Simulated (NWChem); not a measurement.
System: GaN₂H₅; SMILES [NH2][GaH][NH2]

Here is an NWChem input.

```
start job
memory heap 200 mb stack 900 mb global 1100 mb
geometry units angstroms
  Ga    -0.172734    -0.132337    -0.171786
  H     -1.124197    -0.861877    -1.118718
  N      0.188075     1.618732    -0.430905
  H     -0.191890     2.195835    -1.169237
  H      0.805048     2.175290     0.147359
  N      0.588049    -1.024036     1.202869
  H      1.227539    -0.617844     1.874332
  H      0.446253    -2.000932     1.422237
end
basis spherical
  * library def2-svp
end
dft
  xc pbe0
  iterations 150
end
driver
  maxiter 120
end
task dft optimize
task dft freq
```

NWChem printed, in part:

```
             Northwest Computational Chemistry Package (NWChem) 7.3.0
             --------------------------------------------------------

 C2V symmetry detected

                             Geometry "geometry" -> ""
                             -------------------------

 Output coordinates in angstroms (scale by  1.889725989 to convert to a.u.)

  No.       Tag          Charge          X              Y              Z
 ---- ---------------- ---------- -------------- -------------- --------------
    1 Ga                  31.0000     0.00000000     0.00000000    -0.31707496
    2 H                    1.0000     0.00000000     0.00000000    -1.84488073
    3 N                    7.0000    -1.56631887     0.00000000     0.58305086
    4 H                    1.0000    -2.48675516     0.00000000     0.16430493
    5 H                    1.0000    -1.65548569     0.00000000     1.59144122
    6 N                    7.0000     1.56631887     0.00000000     0.58305086
    7 H                    1.0000     1.65548569     0.00000000     1.59144122
    8 H                    1.0000     2.48675516     0.00000000     0.16430493

 Effective nuclear repulsion energy (a.u.)     195.0609154517

      Symmetry information
      --------------------

 Group name             C2v
 Group number             16
 Group order               4
 No. of unique centers     5

                                Z-matrix (autoz)
                                --------

 Units are Angstrom for bonds and degrees for angles

      Type          Name      I     J     K     L     M      Value
      ----------- --------  ----- ----- ----- ----- ----- ----------
    1 Stretch                  1     2                       1.52781
    2 Stretch                  1     3                       1.80654
    3 Stretch                  1     6                       1.80654
    4 Stretch                  3     4                       1.01121
    5 Stretch                  3     5                       1.01232
    6 Stretch                  6     7                       1.01232
    7 Stretch                  6     8                       1.01121
    8 Bend                     1     3     4               125.65223
    9 Bend                     1     3     5               124.93818
   10 Bend                     1     6     7               124.93818
   11 Bend                     1     6     8               125.65223
   12 Bend                     2     1     3               119.88495
   13 Bend                     2     1     6               119.88495
   14 Bend                     3     1     6               120.23011
   15 Bend                     4     3     5               109.40959
   16 Bend                     7     6     8               109.40959
   17 Torsion                  2     1     3     4          -0.00000
   18 Torsion                  2     1     3     5         180.00000
   19 Torsion                  2     1     6     7         180.00000
   20 Torsion                  2     1     6     8           0.00000
   21 Torsion                  3     1     6     7           0.00000
   22 Torsion                  3     1     6     8         180.00000
   23 Torsion                  4     3     1     6         180.00000
   24 Torsion                  5     3     1     6           0.00000

                           NWChem Geometry Optimization
                           ----------------------------

 maximum gradient threshold         (gmax) =   0.000450
 rms gradient threshold             (grms) =   0.000300
 maximum cartesian step threshold   (xmax) =   0.001800
 rms cartesian step threshold       (xrms) =   0.001200
 fixed trust radius                (trust) =   0.300000
 source of zmatrix                         =   autoz

          -------------------
          Energy Minimization
          -------------------

 Using diagonal initial Hessian
 Scaling for Hessian diagonals: bonds = 1.00  angles = 0.25  torsions = 0.10

          --------
          Step   0

[...]

      ----------------------
      Optimization converged
      ----------------------

  Step       Energy      Delta E   Gmax     Grms     Xrms     Xmax
  ---- ---------------- -------- -------- -------- -------- --------
@    3   -2036.68250428 -9.5D-07  0.00011  0.00005  0.00058  0.00164
                                     ok       ok       ok       ok

                                Z-matrix (autoz)
                                --------

 Units are Angstrom for bonds and degrees for angles

      Type          Name      I     J     K     L     M      Value     Gradient
      ----------- --------  ----- ----- ----- ----- ----- ---------- ----------
    1 Stretch                  1     2                       1.55713    0.00009
    2 Stretch                  1     3                       1.81365   -0.00011
    3 Stretch                  1     6                       1.81365   -0.00011
    4 Stretch                  3     4                       1.01133   -0.00002
    5 Stretch                  3     5                       1.01169   -0.00005
    6 Stretch                  6     7                       1.01169   -0.00005
    7 Stretch                  6     8                       1.01133   -0.00002
    8 Bend                     1     3     4               123.32622   -0.00001
    9 Bend                     1     3     5               125.00072   -0.00003
   10 Bend                     1     6     7               125.00072   -0.00003
   11 Bend                     1     6     8               123.32622   -0.00001
   12 Bend                     2     1     3               121.23069   -0.00003
   13 Bend                     2     1     6               121.23069   -0.00003
   14 Bend                     3     1     6               117.53862    0.00007
   15 Bend                     4     3     5               111.67306    0.00004
   16 Bend                     7     6     8               111.67306    0.00004
   17 Torsion                  2     1     3     4          -0.00000    0.00000
   18 Torsion                  2     1     3     5         180.00000    0.00000
   19 Torsion                  2     1     6     7         180.00000    0.00000
   20 Torsion                  2     1     6     8           0.00000    0.00000
   21 Torsion                  3     1     6     7           0.00000    0.00000
   22 Torsion                  3     1     6     8         180.00000    0.00000
   23 Torsion                  4     3     1     6         180.00000    0.00000
   24 Torsion                  5     3     1     6           0.00000    0.00000

                         Geometry "geometry" -> "geometry"
                         ---------------------------------

 Output coordinates in angstroms (scale by  1.889725989 to convert to a.u.)

[...]

 Rotational Constants
 --------------------
 A=   0.630726 cm-1  (  0.907454 K)
 B=   0.198637 cm-1  (  0.285787 K)
 C=   0.151062 cm-1  (  0.217340 K)

 Temperature                      =   298.15K
 frequency scaling parameter      =   1.0000

 Zero-Point correction to Energy  =   35.698 kcal/mol  (  0.056888 au)
 Thermal correction to Energy     =   39.629 kcal/mol  (  0.063153 au)
 Thermal correction to Enthalpy   =   40.221 kcal/mol  (  0.064097 au)

 Total Entropy                    =   74.723 cal/mol-K
   - Translational                =   39.758 cal/mol-K (mol. weight = 101.9710)
   - Rotational                   =   22.572 cal/mol-K (symmetry #  =        2)
   - Vibrational                  =   12.393 cal/mol-K

 Cv (constant volume heat capacity) =   20.373 cal/mol-K
   - Translational                  =    2.979 cal/mol-K
   - Rotational                     =    2.979 cal/mol-K
   - Vibrational                    =   14.414 cal/mol-K

[normal modes left out]

 ----------------------------------------------------------------------------
 Normal Eigenvalue ||           Projected Infra Red Intensities
  Mode   [cm**-1]  || [atomic units] [(debye/angs)**2] [(KM/mol)] [arbitrary]
 ------ ---------- || -------------- ----------------- ---------- -----------
    1       -0.000 ||    0.000342           0.008         0.334       0.078
    2        0.000 ||    0.000718           0.017         0.700       0.165
    3        0.000 ||    0.000523           0.012         0.510       0.120
    4        0.000 ||    0.000574           0.013         0.560       0.132
    5        0.000 ||    0.000092           0.002         0.090       0.021
    6        0.000 ||    0.000001           0.000         0.001       0.000
    7      125.188 ||    0.000000           0.000         0.000       0.000
    8      178.202 ||    0.001832           0.042         1.786       0.420
    9      180.397 ||    0.414781           9.569       404.349      95.139
   10      312.860 ||    0.000000           0.000         0.000       0.000
   11      359.264 ||    0.003666           0.085         3.574       0.841
   12      539.671 ||    0.029173           0.673        28.439       6.691
   13      542.926 ||    0.010166           0.235         9.910       2.332
   14      698.829 ||    0.009793           0.226         9.546       2.246
   15      729.783 ||    0.168243           3.881       164.011      38.590
   16      741.328 ||    0.000816           0.019         0.795       0.187
   17      754.967 ||    0.108042           2.493       105.325      24.782
   18     1517.076 ||    0.045990           1.061        44.833      10.549
   19     1529.295 ||    0.008733           0.201         8.513       2.003
   20     2021.272 ||    0.135734           3.131       132.320      31.134
   21     3633.755 ||    0.039427           0.910        38.435       9.043
   22     3634.671 ||    0.008143           0.188         7.938       1.868
   23     3741.492 ||    0.039957           0.922        38.952       9.165
   24     3742.110 ||    0.019590           0.452        19.097       4.493
 ----------------------------------------------------------------------------
```

Level: PBE0/def2-SVP.
